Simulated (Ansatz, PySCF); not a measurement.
Gas-phase reaction (SMILES): CC(C)C[SeH] [2-methylpropane-1-selenol] + 4 [H][H] (H2) -> 4 C (CH4) + [SeH2] (H2Se); energy of full hydrogenation.

Each molecule is optimised on its own at B3LYP-D3(BJ)/def2-TZVP (Ansatz, an electronic-structure program), one conformer each, not searched for the lowest. Valence correlation only, unless marked. Spin-orbit coupling is left out. Frozen are the shells of the preceding noble gas and the d and f shells that filled before the atom's block. Non-relativistic. CBS(X,Y): correlation extrapolated as X^-3; Hartree-Fock from the larger set. Thermal terms are rigid-rotor harmonic-oscillator values from B3LYP-D3(BJ) frequencies (Ansatz or PySCF) at 298.15 K and 1 atm. 1 Eh = 627.5095 kcal/mol.

| species | E, CCSD(T)/CBS(cc-pVTZ,cc-pVQZ) (Ansatz) (Eh) | E, wB97M-V/def2-TZVPD (Ansatz) (Eh) | H - E (Eh) |
|---|---|---|---|
| CC(C)C[SeH] | -2558.30631 | -2559.82130 | 0.13806 |
| [H][H] (H2) | -1.17450 | -1.16077 | 0.01336 |
| C (CH4) | -40.45816 | -40.49098 | 0.04840 |
| [SeH2] (H2Se) | -2401.27457 | -2402.60497 | 0.01725 |

Work out ΔE and ΔH at 298.15 K at the first level, then ΔH at the second.


1. ΔE = [4×(-40.45816) + (-2401.27457)] - [(-2558.30631) + 4×(-1.17450)] = -0.10290 Eh = -64.6 kcal/mol at CCSD(T)/CBS(cc-pVTZ,cc-pVQZ).
2. The terms H - E add up to 0.01935 Eh, so ΔH = (-0.10290 + (0.01935))×627.5095 = -52.4 kcal/mol.
3. At wB97M-V/def2-TZVPD the same steps give ΔE = -65.6 and ΔH = -53.4 kcal/mol, a shift of -1.0 from the first level.
4. These values are not checked against measurement here, since the tables used lack a sound gas-phase enthalpy of formation for at least one species.
